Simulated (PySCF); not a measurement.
BeF2 (SMILES [F][Be][F]), singlet, at a GFN2-xTB geometry (such geometries of metal compounds can be far from the true shape). Base run: HF/6-31G (PySCF).

Geometry (Å):
```xyz
3

Be     0.0000     0.0000     0.0000
F      0.0000     0.0000    -1.3695
F      0.0000     0.0000     1.3695
```
Charge 0, spin multiplicity 1.
All else is at PySCF's defaults.

Each row names what was changed in the base input (with any setting that the change needs).

```csv
change,basis functions,E (Eh),HOMO (eV),HOMO-LUMO gap (eV)
base,27,-213.62994,-17.01,20.00
basis = cc-pVTZ-DK; relativity = spin-free X2C; nucleus = Gaussian (with nucmod='G'),90,-213.94038,-17.11,18.84
basis = x2c-SVPall; relativity = spin-free X2C,37,-213.65879,-17.15,18.91
basis = x2c-SVPall; relativity = none,37,-213.47687,-17.18,18.95
basis = ANO-RCC-VDZP; relativity = spin-free X2C,42,-213.91029,-17.51,20.12
basis = cc-pVTZ-DK; relativity = spin-free X2C,90,-213.94042,-17.11,18.84
basis = x2c-SVPall; relativity = spin-free X2C; nucleus = Gaussian (with nucmod='G'),37,-213.65875,-17.15,18.91
basis = ANO-RCC-VDZP; relativity = none,42,-213.70896,-17.52,20.13
basis = cc-pVTZ-DK; relativity = none,90,-213.74757,-17.12,18.85
basis = ANO-RCC-VDZP; relativity = spin-free X2C; nucleus = Gaussian (with nucmod='G'),42,-213.91025,-17.51,20.12
```

Total energies compare only within one method and basis.

Basis sets contracted for a relativistic Hamiltonian are a mismatch without it, so the rows without relativity aren't non-relativistic limits. No row has spin-orbit coupling; sets with core potentials leave out the core electrons.
